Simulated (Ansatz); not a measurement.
Reactions of CH5BOS, SMILES `BSCO`.

Gas-phase electronic energies from Ansatz, PBE0-D4/def2-TZVP geometries. CCSD(T)/CBS adds triple-zeta CCSD(T) − MP2 to the extrapolated MP2 energy (def2 sets, frozen cores). This one scheme is used for every species. One conformer a species, not always the lowest.

Order these by ΔE at CCSD(T)/CBS, lowest first. (Best estimate.)
A. `BSCO` + `CBO` → `BB(C)O` + `OCS`
B. `BSCO` + `C=CNC` → `BN(C)C=C` + `OCS`
C. `BSCO` + `CCN[SiH2]Cl` → `BN(CC)[SiH2]Cl` + `OCS`
D. `BSCO` + `C#CS` → `BSC#C` + `OCS`
E. `BSCO` + CH₃SH → `BCS` + `OCS`
F. `BSCO` + `CBO` → `CBOCO` + `BS`

B (-49.3 kJ/mol), C (-24.4 kJ/mol), F (+14.2 kJ/mol), D (+51.3 kJ/mol), E (+113.8 kJ/mol), A (+145.6 kJ/mol).

Largest T1 diagnostic: 0.015, for `BS`.
